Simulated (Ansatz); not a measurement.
Start from `[F][Sn]([SH])([Cl])[Cl]` and change one atom or group to get `N#[C][Sn]([F])([Cl])[Cl]`.

Ansatz, PBE0-D4/def2-TZVP geometries, multiplicity 1. Each molecule was computed in one conformer, which needn't be the lowest.

Elements past krypton have def2 core potentials.

| property | `[F][Sn]([SH])([Cl])[Cl]` |
| --- | --- |
| LUMO energy (B3LYP/def2-TZVPP) / eV | -3.12 |
| size of the dipole moment (PBE/def2-TZVPP) / D | 2.10 |
| LUMO energy (PBE/def2-TZVPP) / eV | -3.72 |
| zero-point energy (PBE0-D4/def2-TZVP) / kJ/mol | 35.6 |
| HOMO energy (ωB97M-V/def2-TZVPP) / eV | -10.86 |
| HOMO–LUMO gap (PBE/def2-TZVPP) / eV | 3.61 |

(1) What does the change do to each property? (An estimate is asked.)

## Answers

(1) Computed: 
```csv
property,`N#[C][Sn]([F])([Cl])[Cl]`,shift
LUMO energy (B3LYP/def2-TZVPP) / eV,-3.31,-0.19
size of the dipole moment (PBE/def2-TZVPP) / D,1.95,-0.15
LUMO energy (PBE/def2-TZVPP) / eV,-3.92,-0.20
zero-point energy (PBE0-D4/def2-TZVP) / kJ/mol,32.2,-3.4
HOMO energy (ωB97M-V/def2-TZVPP) / eV,-12.54,-1.68
HOMO–LUMO gap (PBE/def2-TZVPP) / eV,4.86,1.25
```

With PBE0 the HOMO falls by 1.63 eV and the LUMO falls by 0.15 eV, so the gap widens by about 1.48 eV. PBE moves the HOMO by -1.45 eV and ωB97M-V by -1.68 eV. Dipoles are sizes alone; their direction can turn.

B3LYP here is the variant with VWN-RPA as its local correlation; programs differ in this.
